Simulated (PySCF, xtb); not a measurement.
TlCl, SMILES [Cl][Tl].

GFN2-xTB (xtb) at its own geometry gives an orbital gap of 6.45 eV and a dipole moment of 7.63 D.

Coordinates come from a B3LYP-D3(BJ)/def2-TZVP optimisation. The def2 effective core potentials stand for the cores of Tl; spin–orbit coupling is left out.

What does PySCF with B3LYP/def2-TZVPD give? (An estimate is asked for; the answer gives what the named calculation found.)

gap 5.22 eV (levels -7.36 and -2.13 eV), dipole 4.75 D.
